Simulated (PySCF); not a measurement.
Cl₂GeH₄OSi, SMILES O[Si](Cl)(Cl)[GeH3].

Geometry: B3LYP-D3(BJ)/def2-SVP. Other conformers were not sampled.

Method: PBE0/def2-TZVP (PySCF).

Symmetry labels are those of the subgroup Cs that the program uses (full group Cs).

Computed valence orbital energies around the gap with their symmetry:
| orbital | symmetry | energy (eV) |
|---|---|---|
| HOMO−7 | A' | -10.44 |
| HOMO−6 | A" | -10.27 |
| HOMO−5 | A' | -10.05 |
| HOMO−4 | A" | -10.02 |
| HOMO−3 | A' | -9.69 |
| HOMO−2 | A" | -9.38 |
| HOMO−1 | A" | -9.11 |
| HOMO | A' | -8.52 |
| LUMO | A' | -0.25 |
| LUMO+1 | A' | 0.01 |
| LUMO+2 | A" | 0.03 |
| LUMO+3 | A' | 0.98 |
